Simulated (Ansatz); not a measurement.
Cl5Mo, doublet, at a GFN2-xTB geometry (such geometries of metal compounds can be far from the true shape) (core potentials on Mo), with bond 4-1 at 1.25 times its length.

Ansatz (a quantum-chemistry and plane-wave program) was given this input:
Ansatz 0.2 input:
```yaml
crystal:
  periodic: [false, false, false]
  atoms:
    - {symbol: Mo, position_ang: [0.00924330, -0.07548706, -0.04503038]}
    - {symbol: Cl, position_ang: [1.90161145, -0.15947901, -1.12922280]}
    - {symbol: Cl, position_ang: [1.03631193, -1.04911892, 1.83886530]}
    - {symbol: Cl, position_ang: [-1.28004284, 1.18606404, -2.37334763]}
    - {symbol: Cl, position_ang: [-1.71118297, -1.39568895, 0.20151672]}
    - {symbol: Cl, position_ang: [-0.22739119, 1.85703050, 1.10777647]}
basis:
  gaussian:
    orbitals: def2-SVP
hamiltonian:
  xc: hf
magnetization: {spin_polarized: true, initial_magnetization: 1}
scf: {lower_state_search: off}
```

### Question
What does this run give for the total energy, <S^2>, number of basis functions?

### Answer

The total energy is -2364.3638 Eh and the <S^2> comes out as 0.824. The number of basis functions is 121.
